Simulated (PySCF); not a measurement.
# Atomic charges against the basis set

Species: C₃H₆BNO₂.
Cartesian coordinates in Å at the PBE0-D3(BJ)/def2-SVP level; atoms count from 1:
```xyz
13
C3H6BNO2 angstrom
N     -2.3181   -0.2408    0.1913
B     -1.3374    0.4986   -0.8838
C      0.1199    0.2459   -0.3838
C      1.2405    0.0217    0.0485
C      2.5286   -0.2791    0.6178
O      2.6997   -0.9384    1.6148
O      3.5408    0.2529   -0.0809
H     -2.1832    0.1434    1.1284
H     -2.1189   -1.2417    0.2416
H     -3.2992   -0.1217   -0.0639
H     -1.5669   -0.0240   -1.9642
H     -1.6486    1.6801   -0.8608
H      4.3484   -0.0147    0.3846
```

PBE0 throughout (PySCF), one geometry, spherical d and f functions. One conformer (not necessarily the lowest) at the PBE0-D3(BJ)/def2-SVP geometry, without solvent, vibrations or thermal averaging. The first 7 of 10 kinds of atom are listed.

Mulliken charges (e):

```tsv
basis	functions	N1	B2	C3	C4	C5	O6	O7
STO-3G	41	-0.409	+0.048	-0.125	-0.120	+0.220	-0.248	-0.247
6-31G	75	-0.867	+0.063	-0.197	+0.042	+0.415	-0.399	-0.539
pcSseg-0	75	-0.811	+0.107	-0.280	-0.202	+0.696	-0.491	-0.576
6-31G*	110	-0.864	-0.113	-0.172	+0.166	+0.432	-0.445	-0.585
cc-pVDZ	128	+0.072	-0.157	-0.101	+0.174	-0.039	-0.254	-0.159
def2-SVP	128	-0.020	-0.169	-0.338	+0.171	+0.196	-0.253	-0.193
aug-cc-pVDZ	215	-0.049	-1.160	+0.169	-0.339	+0.951	-0.634	-0.550
6-311+G(2d,p)	225	-0.629	-0.090	-0.025	+0.114	+0.192	-0.466	-0.357
def2-TZVP	253	-0.415	-0.237	+0.025	-0.129	+0.203	-0.318	-0.348
cc-pVTZ	294	-0.008	-0.240	-0.254	+0.097	+0.253	-0.331	-0.240
IGLO-III	305	-0.555	+0.094	-0.093	-0.202	+0.467	-0.465	-0.374
```

IAO charges (e):

| basis | functions | N1 | B2 | C3 | C4 | C5 | O6 | O7 |
| --- | --- | --- | --- | --- | --- | --- | --- | --- |
| STO-3G | 41 | -0.365 | -0.189 | -0.097 | -0.127 | +0.252 | -0.261 | -0.286 |
| 6-31G | 75 | -0.440 | -0.235 | -0.062 | -0.127 | +0.464 | -0.443 | -0.450 |
| pcSseg-0 | 75 | -0.411 | -0.252 | -0.058 | -0.130 | +0.462 | -0.435 | -0.437 |
| 6-31G* | 110 | -0.424 | -0.224 | -0.069 | -0.137 | +0.520 | -0.464 | -0.466 |
| cc-pVDZ | 128 | -0.416 | -0.241 | -0.070 | -0.140 | +0.515 | -0.455 | -0.463 |
| def2-SVP | 128 | -0.406 | -0.241 | -0.064 | -0.138 | +0.510 | -0.457 | -0.461 |
| aug-cc-pVDZ | 215 | -0.433 | -0.240 | -0.066 | -0.139 | +0.529 | -0.474 | -0.482 |
| 6-311+G(2d,p) | 225 | -0.437 | -0.239 | -0.066 | -0.138 | +0.530 | -0.476 | -0.482 |
| def2-TZVP | 253 | -0.438 | -0.238 | -0.067 | -0.139 | +0.534 | -0.476 | -0.481 |
| cc-pVTZ | 294 | -0.438 | -0.239 | -0.069 | -0.139 | +0.532 | -0.472 | -0.480 |
| IGLO-III | 305 | -0.439 | -0.239 | -0.067 | -0.139 | +0.531 | -0.476 | -0.483 |

Hirshfeld charges (e):

```json
{"basis": "STO-3G", "functions": "41", "N1": "+0.026", "B2": "-0.010", "C3": "-0.118", "C4": "-0.131", "C5": "+0.180", "O6": "-0.216", "O7": "-0.128"}
{"basis": "6-31G", "functions": "75", "N1": "-0.039", "B2": "-0.026", "C3": "-0.088", "C4": "-0.101", "C5": "+0.206", "O6": "-0.290", "O7": "-0.181"}
{"basis": "pcSseg-0", "functions": "75", "N1": "-0.038", "B2": "-0.030", "C3": "-0.090", "C4": "-0.103", "C5": "+0.203", "O6": "-0.278", "O7": "-0.175"}
{"basis": "6-31G*", "functions": "110", "N1": "-0.042", "B2": "-0.029", "C3": "-0.093", "C4": "-0.097", "C5": "+0.203", "O6": "-0.290", "O7": "-0.173"}
{"basis": "cc-pVDZ", "functions": "128", "N1": "-0.059", "B2": "-0.026", "C3": "-0.097", "C4": "-0.100", "C5": "+0.195", "O6": "-0.274", "O7": "-0.165"}
{"basis": "def2-SVP", "functions": "128", "N1": "-0.060", "B2": "-0.031", "C3": "-0.094", "C4": "-0.098", "C5": "+0.203", "O6": "-0.282", "O7": "-0.171"}
{"basis": "aug-cc-pVDZ", "functions": "215", "N1": "-0.088", "B2": "-0.017", "C3": "-0.090", "C4": "-0.093", "C5": "+0.196", "O6": "-0.282", "O7": "-0.174"}
{"basis": "6-311+G(2d,p)", "functions": "225", "N1": "-0.081", "B2": "-0.014", "C3": "-0.093", "C4": "-0.094", "C5": "+0.193", "O6": "-0.283", "O7": "-0.173"}
{"basis": "def2-TZVP", "functions": "253", "N1": "-0.082", "B2": "-0.020", "C3": "-0.092", "C4": "-0.094", "C5": "+0.196", "O6": "-0.283", "O7": "-0.174"}
{"basis": "cc-pVTZ", "functions": "294", "N1": "-0.082", "B2": "-0.021", "C3": "-0.092", "C4": "-0.093", "C5": "+0.198", "O6": "-0.281", "O7": "-0.173"}
{"basis": "IGLO-III", "functions": "305", "N1": "-0.089", "B2": "-0.019", "C3": "-0.090", "C4": "-0.093", "C5": "+0.196", "O6": "-0.282", "O7": "-0.174"}
```

ESP-fitted charges (e):

```
        basis  functions      N1      B2      C3      C4      C5      O6      O7
       STO-3G         41  -0.339  -0.062  +0.003  -0.395  +0.721  -0.421  -0.464
        6-31G         75  -0.593  +0.220  -0.099  -0.320  +0.905  -0.604  -0.664
     pcSseg-0         75  -0.625  +0.230  -0.101  -0.365  +0.971  -0.617  -0.663
       6-31G*        110  -0.609  +0.269  -0.167  -0.215  +0.684  -0.517  -0.532
      cc-pVDZ        128  -0.567  +0.236  -0.164  -0.229  +0.665  -0.499  -0.493
     def2-SVP        128  -0.544  +0.207  -0.135  -0.266  +0.737  -0.533  -0.524
  aug-cc-pVDZ        215  -0.709  +0.386  -0.179  -0.237  +0.735  -0.551  -0.523
6-311+G(2d,p)        225  -0.715  +0.347  -0.174  -0.228  +0.716  -0.544  -0.531
    def2-TZVP        253  -0.685  +0.343  -0.176  -0.228  +0.713  -0.541  -0.526
      cc-pVTZ        294  -0.685  +0.363  -0.202  -0.206  +0.685  -0.525  -0.508
     IGLO-III        305  -0.697  +0.384  -0.206  -0.200  +0.696  -0.539  -0.519
```

Problem. Which scheme is steadiest as the basis changes?

Solution. Largest range over the bases for any column: Hirshfeld 0.11 e, IAO 0.28 e, ESP-fitted 0.45 e, Mulliken 1.27 e. Hirshfeld charges move least and Mulliken charges most, counted in e. Without the minimal STO-3G basis the ranges are Hirshfeld 0.05, IAO 0.07, ESP-fitted 0.31, Mulliken 1.27 e.

Problem. How much do the charges still move between the two largest bases, cc-pVTZ and IGLO-III?

Solution. At most, over all atoms: Mulliken 0.547 e, IAO 0.004 e, Hirshfeld 0.007 e, ESP-fitted 0.021 e.

Problem. What do the same runs give for the total energy, the frontier levels and the dipole moment?

Solution. 
```json
{"basis": "STO-3G", "energy (Eh)": "-343.0165", "HOMO (eV)": "-3.97", "LUMO (eV)": "3.19", "μ (D)": "5.83"}
{"basis": "6-31G", "energy (Eh)": "-347.4418", "HOMO (eV)": "-7.11", "LUMO (eV)": "-0.41", "μ (D)": "5.79"}
{"basis": "pcSseg-0", "energy (Eh)": "-346.7487", "HOMO (eV)": "-7.40", "LUMO (eV)": "-0.58", "μ (D)": "5.75"}
{"basis": "6-31G*", "energy (Eh)": "-347.5444", "HOMO (eV)": "-7.01", "LUMO (eV)": "-0.26", "μ (D)": "5.44"}
{"basis": "cc-pVDZ", "energy (Eh)": "-347.5831", "HOMO (eV)": "-7.12", "LUMO (eV)": "-0.34", "μ (D)": "5.38"}
{"basis": "def2-SVP", "energy (Eh)": "-347.3046", "HOMO (eV)": "-7.21", "LUMO (eV)": "-0.45", "μ (D)": "5.43"}
{"basis": "aug-cc-pVDZ", "energy (Eh)": "-347.6116", "HOMO (eV)": "-7.38", "LUMO (eV)": "-1.05", "μ (D)": "5.25"}
{"basis": "6-311+G(2d,p)", "energy (Eh)": "-347.6708", "HOMO (eV)": "-7.40", "LUMO (eV)": "-0.93", "μ (D)": "5.27"}
{"basis": "def2-TZVP", "energy (Eh)": "-347.6994", "HOMO (eV)": "-7.36", "LUMO (eV)": "-0.70", "μ (D)": "5.27"}
{"basis": "cc-pVTZ", "energy (Eh)": "-347.6889", "HOMO (eV)": "-7.32", "LUMO (eV)": "-0.63", "μ (D)": "5.24"}
{"basis": "IGLO-III", "energy (Eh)": "-347.7076", "HOMO (eV)": "-7.39", "LUMO (eV)": "-0.78", "μ (D)": "5.27"}
```

The dipole is fixed by the density alone, so its range of 0.59 D shows that the density itself changes with the basis, not only its division among atoms.
